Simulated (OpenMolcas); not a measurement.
Mo4+ (d2) among equal point charges was computed by CASSCF with the d shell active (OpenMolcas, ANO-RCC-VDZP on the metal). Its lowest spin-free states, and all those of the highest spin:

```
2S+1  Degeneracy  E (cm-1)
   3           1       0.0
   3           3      4663
   3           3      8009
   1           2     12625
   1           3     17032
   3           3     18476
   1           1     19708
   1           3     21356
   1           2     24137
   1           3     25078
   1           1     48295
```

Q: Is the site octahedral, tetrahedral or cube-like, axial, or of lower symmetry?

A: The states with 2S+1 = 3 have orbital degeneracies 1, 3, 3, 3. Threefold states need a cubic site. For d2 at this spin an octahedron puts the threefold T1 below the threefold T2 and a tetrahedron or cube puts the single A2 below the threefold T2, so the site is a tetrahedron or a cube, which this pattern cannot tell apart. The first gap at this spin, 4660 cm-1, is |10Dq| in ligand-field theory. The run had Mo4+ among 4 point charges of -2 e arranged as a tetrahedron (Td), 1.94 Å from the ion.

Without dynamic correlation the repulsion within the d shell is too large (B by tens of per cent), so at a given field states of lower spin stand too high. Point charges carry no covalency, so the field is a model and not that of real ligands. No measured value stands beside these numbers.
